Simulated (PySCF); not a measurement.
Aluminium: a sound run and one with changed settings

Sound run: Al⁺ [Ne] 3s2, Al²⁺ [Ne] 3s1. Calculation: PySCF 2.14, in aug-cc-pVDZ-DK (5s4p2d, 27 functions); the spin-free X2C one-electron Hamiltonian (Gaussian nucleus). In the sound run the correlated levels freeze [Ne]. The sound run starts from symmetry-adapted Hartree-Fock orbitals and uses a fine grid where one is needed.

Changed run: the non-relativistic Hamiltonian (point nucleus). This setting is unsound on purpose.

| species | method | sound run (hartree) | changed run (hartree) | converged |
| --- | --- | --- | --- | --- |
| Al⁺ | UHF | -242.10380 | -241.58794 | yes |
| Al⁺ | BP86 | -242.59559 | -242.08004 | yes |
| Al⁺ | M06-L | -242.56349 | -242.04776 | yes |
| Al⁺ | MP2 | -242.12896 | -241.61311 | yes |
| Al⁺ | CCSD(T) | -242.14233 | -241.62653 | yes |
| Al²⁺ | UHF | -241.45782 | -240.94335 | yes |
| Al²⁺ | BP86 | -241.90060 | -241.38658 | yes |
| Al²⁺ | M06-L | -241.87512 | -241.36072 | yes |

Ionisation energy of Al⁺:

```json
{"method": "UHF", "sound run (eV)": "17.578", "changed run (eV)": "17.540"}
{"method": "BP86", "sound run (eV)": "18.912", "changed run (eV)": "18.870"}
{"method": "M06-L", "sound run (eV)": "18.732", "changed run (eV)": "18.695"}
{"method": "MP2", "sound run (eV)": "18.263", "changed run (eV)": "18.225"}
{"method": "SCS-MP2", "sound run (eV)": "18.400", "changed run (eV)": "18.362"}
{"method": "CCSD", "sound run (eV)": "18.626", "changed run (eV)": "18.590"}
{"method": "CCSD(T)", "sound run (eV)": "18.626", "changed run (eV)": "18.590"}
{"method": "CCSDT", "sound run (eV)": "18.626", "changed run (eV)": "18.590"}
{"method": "FCI", "sound run (eV)": "18.626", "changed run (eV)": "18.590"}
```

Most of the change in total energy is the relativistic energy itself. On top of that the contraction fixes the core shape for the Hamiltonian it was made with, so the changed run is not a good calculation with the other Hamiltonian either.

For comparison, NIST gives 18.829 eV between the lowest levels.
